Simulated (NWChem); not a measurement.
Species: BeH2O; SMILES [BeH][OH]

```xyz
4

Be     0.0045    -0.8541     0.0001
H      0.0120    -2.1872     0.0003
O     -0.0035     0.5391    -0.0003
H     -0.0016     1.4863     0.0027
```
Atoms are numbered in this order, from 1.

Computed with NWChem. Structure relaxed at the PBE0/def2-SVP level. B3LYP is NWChem's, with the RPA form of VWN correlation. Ions are spin-unrestricted doublets at the neutral geometry; other ion states weren't tried.

For level B3LYP/def2-SVPD:

```
Quantity                               Value
-------------------------------------  -----
vertical ionisation energy, ΔSCF (eV)  12.06
−ε(HOMO) (eV)                           8.79
```

Question: How do the values read with level LRC-wPBEh/def2-SVPD instead?

Answer: 
- vertical ionisation energy, ΔSCF (eV): 12.83
- −ε(HOMO) (eV): 10.98
